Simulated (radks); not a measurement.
Pt, configuration [Xe] 4f14 5d9 6s1.

All-electron calculation, Dirac Kohn-Sham, LDA (Slater exchange, Perdew-Wang correlation), spin-unpolarised, spherical densities, point nucleus; open shells fill j = l - 1/2 first. Program: a radial shooting solver on a logarithmic mesh with Libxc functionals.

Energy parts (Ry):
total: -36872.9022
kinetic: 42192.2730
electron-nucleus: -92747.7458
Hartree: 14376.1578
exchange-correlation: -693.5873

Orbitals (lengths in bohr, moments of r in powers of bohr; r(90%) holds 90 % of the orbital's charge):
1s1/2: occ. 2; eigenvalue (Ry) -5751.353; <1/r> 93.96; r(90%) 0.0313; <r^4> 4.526e-07
2s1/2: occ. 2; eigenvalue (Ry) -1009.669; <1/r> 23.04; r(90%) 0.112; <r^4> 0.00006628
2p1/2: occ. 2; eigenvalue (Ry) -967.8989; <1/r> 22.99; r(90%) 0.0985; <r^4> 0.00003949
2p3/2: occ. 4; eigenvalue (Ry) -840.9396; <1/r> 18.86; r(90%) 0.110; <r^4> 0.00006038
3s1/2: occ. 2; eigenvalue (Ry) -237.1088; <1/r> 8.454; r(90%) 0.275; <r^4> 0.002421
3p1/2: occ. 2; eigenvalue (Ry) -218.3403; <1/r> 8.369; r(90%) 0.266; <r^4> 0.002115
3p3/2: occ. 4; eigenvalue (Ry) -190.4380; <1/r> 7.291; r(90%) 0.288; <r^4> 0.002893
3d3/2: occ. 4; eigenvalue (Ry) -159.1159; <1/r> 7.191; r(90%) 0.261; <r^4> 0.001927
3d5/2: occ. 6; eigenvalue (Ry) -153.0980; <1/r> 6.943; r(90%) 0.267; <r^4> 0.002118
4s1/2: occ. 2; eigenvalue (Ry) -50.89414; <1/r> 3.575; r(90%) 0.596; <r^4> 0.05497
4p1/2: occ. 2; eigenvalue (Ry) -42.93741; <1/r> 3.466; r(90%) 0.608; <r^4> 0.05893
4p3/2: occ. 4; eigenvalue (Ry) -36.27383; <1/r> 3.089; r(90%) 0.657; <r^4> 0.08027
4d3/2: occ. 4; eigenvalue (Ry) -23.22656; <1/r> 2.885; r(90%) 0.691; <r^4> 0.09732
4d5/2: occ. 6; eigenvalue (Ry) -21.98751; <1/r> 2.797; r(90%) 0.707; <r^4> 0.1070
5s1/2: occ. 2; eigenvalue (Ry) -7.48701; <1/r> 1.438; r(90%) 1.36; <r^4> 1.517
4f5/2: occ. 6; eigenvalue (Ry) -5.30112; <1/r> 2.408; r(90%) 0.828; <r^4> 0.2156
4f7/2: occ. 8; eigenvalue (Ry) -5.04698; <1/r> 2.373; r(90%) 0.840; <r^4> 0.2292
5p1/2: occ. 2; eigenvalue (Ry) -4.94001; <1/r> 1.309; r(90%) 1.50; <r^4> 2.224
5p3/2: occ. 4; eigenvalue (Ry) -3.83026; <1/r> 1.169; r(90%) 1.66; <r^4> 3.289
5d3/2: occ. 4; eigenvalue (Ry) -0.52672; <1/r> 0.8108; r(90%) 2.63; <r^4> 22.91
6s1/2: occ. 1; eigenvalue (Ry) -0.43812; <1/r> 0.4385; r(90%) 4.37; <r^4> 158.4
5d5/2: occ. 5; eigenvalue (Ry) -0.42857; <1/r> 0.7700; r(90%) 2.80; <r^4> 29.93
6p1/2: occ. 0; eigenvalue (Ry) -0.10105; <1/r> 0.3006; r(90%) 6.74; <r^4> 933.5
6p3/2: occ. 0; eigenvalue (Ry) -0.06094; <1/r> 0.2559; r(90%) 7.97; <r^4> 1888

The highest occupied level is 5d5/2 at -5.831 eV. Summed over all electrons, <r^2> = 61.35 bohr^2, which gives a Langevin (diamagnetic) susceptibility term of -48.6 x 10^-6 cm^3/mol. The density falls to 0.001 e/bohr^3 at r = 4.36 bohr.
